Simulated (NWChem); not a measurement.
## Basis-set dependence for HGa

```
Ga
H 1 1.6914
```
Charge 0, spin multiplicity 1.

Everything below was run with NWChem. Structure: optimised with B3LYP/def2-SVP, a minimum by its harmonic frequencies.

Hartree-Fock energies in Ha, correlation energies in mHa.

The Hamiltonian is non-relativistic. The correlated methods keep 9 core orbitals frozen. The Pople sets run with spherical d functions. The structure started from a generated list of species. No row is a measurement; the coupled-cluster row has its own basis-set and correlation limits.

| basis | functions | RHF | MP2 | SCS-MP2 | CCSD | CCSD+T(CCSD) | CCSD(T) | CR-CCSD[T] | CR-CCSD(T) | CCSDT |
|---|---|---|---|---|---|---|---|---|---|---|
| 6-31G* | 34 | -1923.51548 | -223.1 | -208.1 | -222.7 | -228.1 | -227.1 | -227.1 | -226.3 | -227.3 |
| def2-SVP | 37 | -1923.54953 | -195.3 | -185.7 | -201.5 | -209.0 | -207.8 | -207.7 | -206.7 | -207.9 |
| def2-TZVP | 54 | -1923.79924 | -201.2 | -192.7 | -210.4 | -219.8 | -218.4 | -218.2 | -217.1 | not run |
| def2-QZVP | 105 | -1923.83952 | -258.9 | -246.1 | -260.0 | -271.2 | -269.6 | -269.3 | -268.0 | not run |

From def2-TZVP to def2-QZVP the Hartree-Fock energy moves by -40.3 mHa and the MP2 correlation energy by -57.7 mHa, which is 22 % of its value in the larger set.
